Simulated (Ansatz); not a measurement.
Input for Ansatz (a program for electronic structure): R-PBE/def2-TZVPP on ammonia borane (SMILES [BH3-][NH3+]), a point of a torsion scan.

Ansatz 0.2 input:
```yaml
crystal:
  periodic: [false, false, false]
  atoms:
    - {symbol: B, position_ang: [-0.82845472, 0.08562501, -0.00613971]}
    - {symbol: N, position_ang: [0.83075481, -0.03586109, 0.00307402]}
    - {symbol: H, position_ang: [-1.19920717, -0.66234861, -0.85483429]}
    - {symbol: H, position_ang: [-1.06231532, 1.22300179, -0.27219286]}
    - {symbol: H, position_ang: [-1.18271833, -0.21814859, 1.08804530]}
    - {symbol: H, position_ang: [1.15613745, -0.09650366, -0.95384751]}
    - {symbol: H, position_ang: [1.08117717, -0.88143198, 0.50152542]}
    - {symbol: H, position_ang: [1.22178585, 0.77405688, 0.46765109]}
basis:
  gaussian:
    orbitals: def2-TZVPP
hamiltonian:
  xc: {name: PBE}
scf: {lower_state_search: off}
```

The log:

```
Functional definition: PBE
[...]
these checks for a lower state are left out or cut short: stability, starts, cluster_reference, orbital_swaps, neighbouring_geometries, increment
integrals: 0.03 GiB planned
678 factors; their error is unknown
mean field: 0.39 GiB planned
mean field evaluation 1: about -2252.8788 eV, gradient 6.3e1 eV
mean field evaluation 2: about -2239.1718 eV, gradient 9.6e1 eV
mean field evaluation 4: about -2261.6907 eV, gradient 5.5e0 eV
mean field evaluation 8: about -2261.7745 eV, gradient 8.0e-3 eV
mean field evaluation 16: about -2261.7653 eV, gradient 8.7e-6 eV
mean field -2261.76527463 eV, -83.1183407632 hartree, gradient 7.3e-7 eV, S^2 0.000000; 0 other end points of the search recorded, 0 dependent functions left out
reference -2261.76531522 eV, -83.1183422549 hartree; 9, 9 occupied and 137, 137 virtual orbitals, 678 factors
Total energy: -2261.76531522 eV, -83.1183422549 hartree
Checks for a lower state left out: stability, starts, cluster_reference, orbital_swaps, neighbouring_geometries, increment
```

The run converged.

Cost: roughly 0.7 core-seconds.
